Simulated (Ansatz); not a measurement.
Born–Oppenheimer molecular dynamics of CH5AlN2OS (11 atoms, charge 0, multiplicity 1). It starts from a relaxed structure.

The calculation used RKS B3LYP-D4/STO-3G in Ansatz.

* ensemble: NVT, Nosé–Hoover chain
* time step: 2 fs
* steps asked: 40
* set temperature: 300 K
* thermostat: time constant 300 fs, chain length 5
* seed: 493396

First frame:

```xyz
11
Properties=species:S:1:pos:R:3
N -2.465 -0.053 1.063
Al -0.895 0.107 0.360
N 0.337 1.223 0.019
C 0.809 -0.161 -0.381
O 0.908 -0.425 -1.821
S 2.380 -0.689 0.484
H -3.049 0.737 1.389
H -3.003 -0.934 1.133
H 0.909 2.084 -0.140
H 1.806 0.014 -2.080
H 2.329 -1.959 -0.004
```

Question: What does the run give?

Answer: The run went to its last step.

| Item | Value |
| --- | --- |
| steps done | 40 |
| time covered | 80 fs |
| mean temperature over the second half | 148 K |
| spread of the potential energy over the second half | 3.0 meV per atom |
| mean potential energy of the second half above the start | 18.1 meV per atom |

The conserved energy stayed within 2.9 meV per atom of its start (net change 0.81 meV per atom), so there is no drift, though single steps change it by up to 30 meV in the whole system, a sign of fast motions only just resolved. The mean temperature of the second half is 51 % below the set value. A step of 2 fs is long for free X–H stretches (periods near 10 fs) and can bias their spread and the temperature. A run of 0.08 ps of so small a system gives no equilibrium averages. Limits of this set-up: minimal basis.

Question: What happens to the structure?

Answer: The same pairs are bonded in the first frame and the last. Pairs count as bonded within 1.25 times the sum of covalent radii (0.12 Å more for H–H). This is one draw of velocities; another would differ in detail.

Question: How do temperature and energy run in time?

Answer: 
```
time (fs)  T (K)  potential energy less start (eV)  conserved less start (meV/atom)
      0.0    300                             0.000                             0.00
      4.0    209                             0.116                             0.96
      8.0    153                             0.189                             1.63
     12.0    169                             0.165                             1.19
     16.0    179                             0.149                             0.71
     20.0    164                             0.173                             1.34
     24.0    103                             0.256                             2.41
     28.0    111                             0.241                             1.91
     32.0    160                             0.177                             1.23
     36.0    151                             0.195                             1.85
     40.0    102                             0.264                             2.89
     44.0    154                             0.189                             1.67
     48.0    132                             0.217                             1.78
     52.0    121                             0.238                             2.51
     56.0    140                             0.221                             2.86
     60.0    120                             0.237                             2.21
     64.0    159                             0.183                             1.44
     68.0    135                             0.220                             2.15
     72.0    155                             0.198                             2.23
     76.0    200                             0.132                             0.99
     80.0    169                             0.167                             0.81
```

Run time: 2.3 min on 1 thread of Arm Neoverse N1 (shared host), peak memory 0.1 GiB.
